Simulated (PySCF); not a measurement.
C8H11F2: g tensor and hyperfine couplings

C₈H₁₁F₂ (doublet state).
Structure used (PBE0-D3(BJ)/def2-SVP), in Å, numbered top down from 1:
```
atom  x, y, z in Å
F1     2.9570   -1.1279   -0.0459
C2     1.8349   -0.8014   -0.7323
F3     2.2198   -0.3332   -1.9444
C4     1.0653    0.2507    0.0203
C5     0.4650   -0.2720    1.3527
C6    -1.0385    0.0660    1.2001
C7    -1.5798   -0.8206    0.1201
C8    -1.0878   -0.2894   -1.1923
C9    -0.1524    0.8412   -0.7244
C10   -0.9511    1.4103    0.4553
H11    1.2603   -1.7310   -0.8929
H12    1.7891    1.0588    0.2144
H13    0.6370   -1.3491    1.5032
H14    0.9040    0.2475    2.2184
H15   -1.5945    0.0539    2.1478
H16   -2.0242   -1.8047    0.2794
H17   -0.6024   -1.0396   -1.8394
H18   -1.9102    0.1361   -1.8016
H19    0.1283    1.5480   -1.5163
H20   -0.4041    2.1828    1.0184
H21   -1.9336    1.8074    0.1584
```

The hyperfine couplings belong to this conformer and change with its torsions.

Identity: `FC(F)[C@@H]1C[C@@H]2[CH]C[C@H]1C2` [radical].

Level of theory: UKS B3LYP, IGLO-III on C F, pcH-1 on H, non-relativistic, mean-field spin-orbit, GIAO in PySCF. The structure is a single PBE0-D3(BJ)/def2-SVP conformer in the gas phase; no vibrational or solvent corrections. The SCF solution wasn't tested for stability.

```json
{
  "g1, g2, g3": "2.00217, 2.00267, 2.00287",
  "g_iso": "2.00257",
  "Form of g": "rhombic: the two nearest values differ by 29 % of g3 − g1",
  "⟨S²⟩": "0.7543 (exact 0.7500)",
  "HOMO–LUMO gap, α and β orbitals": "5.88, 7.00 eV",
  "Basis functions": "460"
}
```

Isotropic coupling and dipolar principal values T1 to T3, in MHz; ρ(0) is the spin density at the nucleus:

```tsv
atom	isotope	a_iso	T1	T2	T3	Mulliken spin population	ρ(0) (bohr⁻³)
F1	19F	0.0	-1.1	-0.3	1.3	0.00	0.0000
C2	13C	0.4	-0.5	-0.4	0.8	0.00	0.0003
F3	19F	4.3	-1.9	-1.9	3.8	0.00	0.0010
C4	13C	-2.6	-0.8	-0.6	1.4	0.00	-0.0023
C5	13C	77.5	-5.6	-5.2	10.9	0.03	0.0689
C6	13C	-25.7	-2.2	0.1	2.1	-0.09	-0.0229
C7	13C	100.8	-77.8	-77.5	155.3	1.06	0.0896
C8	13C	-31.4	-2.5	0.3	2.2	-0.11	-0.0279
C9	13C	0.9	-1.8	-0.6	2.3	0.01	0.0008
C10	13C	12.3	-2.4	-1.8	4.2	0.02	0.0110
H11	1H	0.1	-2.6	-2.1	4.6	0.00	0.0000
H12	1H	-0.1	-1.4	-1.0	2.5	0.00	0.0000
H13	1H	-0.6	-6.1	-2.0	8.1	0.00	-0.0001
H14	1H	28.3	-3.4	-1.6	5.0	0.02	0.0063
H15	1H	19.9	-4.5	-3.8	8.3	0.01	0.0044
H16	1H	-61.1	-37.6	0.1	37.5	-0.05	-0.0137
H17	1H	69.6	-4.5	-2.9	7.4	0.03	0.0156
H18	1H	136.6	-5.0	-4.1	9.0	0.06	0.0305
H19	1H	0.0	-2.0	-1.5	3.4	0.00	0.0000
H20	1H	5.5	-2.2	-1.7	3.8	0.00	0.0012
H21	1H	-1.1	-4.3	-2.6	6.9	0.00	-0.0002
```

Largest spin populations (Mulliken): C7 (+1.06), C8 (-0.11), C6 (-0.09) and H18 (+0.06). C7 is the only atom above +0.15. The angles at C7 add up to 358.3°, so it is nearly planar; its axial dipolar tensor and the negative coupling of its proton fit spin in a p orbital normal to that plane.

Axes: g3 points within 15° of the C8–C9 bond.

Under fast tumbling the dipolar parts average out, and these isotropic splittings remain (the largest six): 1 × 1H (H18, I = 1/2, 2 lines) with 4.87 mT, 1 × 1H (H17, I = 1/2, 2 lines) with 2.48 mT, 1 × 1H (H16, I = 1/2, 2 lines) with 2.18 mT, 1 × 1H (H14, I = 1/2, 2 lines) with 1.01 mT, 1 × 1H (H15, I = 1/2, 2 lines) with 0.71 mT and 1 × 1H (H20, I = 1/2, 2 lines) with 0.20 mT.

The 13C coupling of C7 (100.8 MHz) shows only in satellite lines or after enrichment, since that isotope makes up about 1.07 % of natural carbon.
